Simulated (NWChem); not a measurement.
System: GeH₂ cation, doublet; SMILES of the neutral closed-shell parent [GeH2]

The following NWChem deck was run.

```
start job
memory heap 200 mb stack 700 mb global 900 mb
charge 1
geometry units angstroms
  Ge     0.000000     0.000000    -0.014369
  H      1.360257     0.000000    -0.803827
  H     -1.360257     0.000000    -0.803827
end
basis spherical
  * library def2-svp
end
dft
  odft
  mult 2
  xc xcamb88 1.00 lyp 0.81 vwn_5 0.19 hfexch 1.00
  cam 0.33 cam_alpha 0.19 cam_beta 0.46
  iterations 150
end
driver
  maxiter 120
end
task dft optimize
task dft freq
```

Output (shortened):

```
             Northwest Computational Chemistry Package (NWChem) 7.3.0
             --------------------------------------------------------

 C2V symmetry detected

                             Geometry "geometry" -> ""
                             -------------------------

 Output coordinates in angstroms (scale by  1.889725989 to convert to a.u.)

  No.       Tag          Charge          X              Y              Z
 ---- ---------------- ---------- -------------- -------------- --------------
    1 Ge                  32.0000     0.00000000     0.00000000     0.04643871
    2 H                    1.0000     1.36025700     0.00000000    -0.74301929
    3 H                    1.0000    -1.36025700     0.00000000    -0.74301929

 Effective nuclear repulsion energy (a.u.)      21.7283497650

      Symmetry information
      --------------------

 Group name             C2v
 Group number             16
 Group order               4
 No. of unique centers     2

                                Z-matrix (autoz)
                                --------

 Units are Angstrom for bonds and degrees for angles

      Type          Name      I     J     K     L     M      Value
      ----------- --------  ----- ----- ----- ----- ----- ----------
    1 Stretch                  1     2                       1.57275
    2 Stretch                  1     3                       1.57275
    3 Bend                     2     1     3               119.74046

                           NWChem Geometry Optimization
                           ----------------------------

 maximum gradient threshold         (gmax) =   0.000450
 rms gradient threshold             (grms) =   0.000300
 maximum cartesian step threshold   (xmax) =   0.001800
 rms cartesian step threshold       (xrms) =   0.001200
 fixed trust radius                (trust) =   0.300000
 source of zmatrix                         =   autoz

          -------------------
          Energy Minimization
          -------------------

 Using diagonal initial Hessian
 Scaling for Hessian diagonals: bonds = 1.00  angles = 0.25  torsions = 0.10

          --------
          Step   0

                                 NWChem DFT Module
                                 -----------------

[...]

      ----------------------
      Optimization converged
      ----------------------

  Step       Energy      Delta E   Gmax     Grms     Xrms     Xmax
  ---- ---------------- -------- -------- -------- -------- --------
@    3   -2077.66549760 -1.1D-07  0.00002  0.00001  0.00058  0.00094
                                     ok       ok       ok       ok

                                Z-matrix (autoz)
                                --------

 Units are Angstrom for bonds and degrees for angles

      Type          Name      I     J     K     L     M      Value     Gradient
      ----------- --------  ----- ----- ----- ----- ----- ---------- ----------
    1 Stretch                  1     2                       1.55319    0.00001
    2 Stretch                  1     3                       1.55319    0.00001
    3 Bend                     2     1     3               120.53216   -0.00002

                         Geometry "geometry" -> "geometry"
                         ---------------------------------

 Output coordinates in angstroms (scale by  1.889725989 to convert to a.u.)

  No.       Tag          Charge          X              Y              Z
 ---- ---------------- ---------- -------------- -------------- --------------
    1 Ge                  32.0000     0.00000000     0.00000000     0.03369400
    2 H                    1.0000     1.34869551     0.00000000    -0.73664694
    3 H                    1.0000    -1.34869551     0.00000000    -0.73664694

 Effective nuclear repulsion energy (a.u.)      22.0011790606

      Symmetry information
      --------------------

 Group name             C2v
 Group number             16
 Group order               4
 No. of unique centers     2

[...]

 Rotational Constants
 --------------------
 A=  14.477796 cm-1  ( 20.829854 K)
 B=   4.597875 cm-1  (  6.615168 K)
 C=   3.489633 cm-1  (  5.020691 K)

 Temperature                      =   298.15K
 frequency scaling parameter      =   1.0000

 Zero-Point correction to Energy  =    7.194 kcal/mol  (  0.011465 au)
 Thermal correction to Energy     =    9.015 kcal/mol  (  0.014366 au)
 Thermal correction to Enthalpy   =    9.607 kcal/mol  (  0.015310 au)

 Total Entropy                    =   52.285 cal/mol-K
   - Translational                =   38.880 cal/mol-K (mol. weight =  75.9375)
   - Rotational                   =   13.221 cal/mol-K (symmetry #  =        2)
   - Vibrational                  =    0.184 cal/mol-K

 Cv (constant volume heat capacity) =    6.573 cal/mol-K
   - Translational                  =    2.979 cal/mol-K
   - Rotational                     =    2.979 cal/mol-K
   - Vibrational                    =    0.614 cal/mol-K

[normal modes left out]

 ----------------------------------------------------------------------------
 Normal Eigenvalue ||           Projected Infra Red Intensities
  Mode   [cm**-1]  || [atomic units] [(debye/angs)**2] [(KM/mol)] [arbitrary]
 ------ ---------- || -------------- ----------------- ---------- -----------
    1        0.000 ||    0.009507           0.219         9.268      12.818
    2        0.000 ||    0.006253           0.144         6.096       8.431
    3        0.000 ||    0.006253           0.144         6.096       8.431
    4        0.000 ||    0.012931           0.298        12.606      17.434
    5        0.000 ||    0.012517           0.289        12.202      16.875
    6        0.000 ||    0.001636           0.038         1.595       2.205
    7      832.883 ||    0.015425           0.356        15.037      20.796
    8     2056.926 ||    0.001979           0.046         1.929       2.668
    9     2144.988 ||    0.000253           0.006         0.246       0.341
 ----------------------------------------------------------------------------
```

Level: CAM-B3LYP/def2-SVP, spin-unrestricted. In the optimisation the excess spin sits in a1 (C2v, its own frame). This spin state was assumed; another may lie lower. No stability test was run on the SCF state.
